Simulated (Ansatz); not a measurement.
Computed with Ansatz on PBE0-D4/def2-TZVP structures; ΔE is electronic, products minus reactants. CBS: MP2 limit from def2 TZ/QZ plus the TZ coupled-cluster correction, frozen cores. This one scheme is used for every species, atoms too. For atomizations the MP2-based limit and the directly extrapolated one differ by several kJ/mol either way, and by 10 to 25 for some Ge, Se and Sn compounds, so smaller differences from it don't rank the levels. DFT in def2-TZVPP. HSE06 is defined as in plane-wave codes. No spin–orbit coupling; open shells (•) take unrestricted orbitals. Spin–orbit coupling would lower the free atoms: a little for C, O. Each species was taken in one conformer, which may not be the lowest.

`CCCCCCCCO` → 8 C• + 18 H• + O•  (atomization)

CCSD(T)/CBS gives +10777.8 kJ/mol.

Question: Another level gave +10668.3 kJ/mol. Which?
A. B2PLYP/def2-TZVPP
B. CCSD(T)/def2-TZVPP
C. HSE06/def2-TZVPP
D. LC-ωPBE/def2-TZVPP

Answer: A. B2PLYP 10668.3, LC-ωPBE 10770.3, CCSD(T)/def2-TZVPP 10551.1, HSE06 10810.9 kJ/mol.

Largest T1 diagnostic among the species: 0.009.

At CCSD(T), def2-SVP lies −399.1 kJ/mol from the extrapolated value and def2-TZVPP −226.7 kJ/mol: correlation converges slowly with the basis, and small sets miss more of it in the bonded molecule than in its fragments. From r2SCAN to r2SCAN0 (25 % exact exchange), in def2-TZVPP and without D4, ΔE moves by −96.5 kJ/mol: exact exchange takes away binding that semilocal exchange gives to molecules.
